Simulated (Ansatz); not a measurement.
Z-matrix (Å, degrees):
```
C
S 1 1.7479
H 2 1.3477 1 96.89
S 1 1.7479 2 118.44 3 153.95
H 4 1.3477 1 96.89 2 -50.69
S 1 1.7479 2 118.44 3 -50.69
H 6 1.3477 1 96.89 2 153.96
```
Charge 0, spin multiplicity 2.

Method: frozen-core CCSD(T)/cc-pVTZ // B3LYP-D3(BJ)/def2-TZVP in Ansatz (a quantum-chemistry and plane-wave program).

```
Property                        Result
----------------------  --------------
HF energy               -1232.22418 Ha
MP2 correlation energy     -0.67301 Ha
```

### Question
Estimate the CCSD correlation energy, the (T) correction, the total energy and the T1 diagnostic.

### Answer

- CCSD correlation energy: -0.72875 Ha
- (T) correction: -0.03598 Ha
- CCSD(T) total energy: -1232.98891 Ha
- T1 diagnostic: 0.019
